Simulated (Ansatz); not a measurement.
VNCl3H⁺, that is V(NH)Cl3 with one electron fewer. Total charge 1; doublet. Geometry PBE-D4/def2-SVP, that of the neutral singlet; atoms count from 1.

```
atom    x (Å)    y (Å)    z (Å)
  V1  -0.0754  -0.3777  -0.0411
  N2   0.2364   1.1858   0.1289
  H3   0.4369   2.1896   0.2380
 Cl4   1.5086  -1.2166  -1.2420
 Cl5  -1.9905  -0.5429  -1.0209
 Cl6  -0.1160  -1.2381   1.9371
```

(1) Estimate the Mulliken populations from the PBE0/def2-TZVP orbitals of Ansatz.

(2) Where does the spin sit?

(3) And the Mayer bond orders between heavy atoms (over 0.3)?

Results:

(1) 
| atom | charge (e) | spin (α − β) | d electrons |
| --- | --- | --- | --- |
| V1 | 1.12 | -0.37 | 3.27 |
| N2 | -0.37 | 0.68 | – |
| H3 | 0.33 | -0.02 | – |
| Cl4 | -0.09 | 0.02 | – |
| Cl5 | 0.01 | 0.34 | – |
| Cl6 | 0.01 | 0.34 | – |
Mulliken values depend strongly on the basis.

(2) Summed by element: V -0.37, N 0.68, H -0.02, Cl 0.70, of 1 unpaired in all. Largest on single atoms: N2 0.68, V1 -0.37, Cl5 0.34.

(3) V1–N2 1.84 (1.60 Å); V1–Cl4 1.30 (2.16 Å); V1–Cl5 1.18 (2.16 Å); V1–Cl6 1.18 (2.16 Å).
